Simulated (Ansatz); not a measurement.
`S=C1BS1`. The species carries charge 0 and has multiplicity 1.

Cartesian coordinates in Å:
```
S 0.2501 -0.7433 -2.1159
C 0.1379 -0.2772 -0.6014
B -0.3204 0.4589 0.6081
S 0.9471 -0.7027 0.9886
H -1.0147 1.2644 1.1205
```

**Question.** Give the diagnostics of a CCSD(T)/def2-TZVPP run (frozen core, the Gaussian-basis code of Ansatz). (Best estimate.)

**Answer.** The calculation gave: T1 = 0.0199, largest single amplitude 0.058, largest double 0.092, (T) share of the correlation energy 6.0 %, 10 CCSD cycles. The RHF solution is unstable towards an unrestricted one. T1 lies under the customary mark of 0.02 for closed shells.
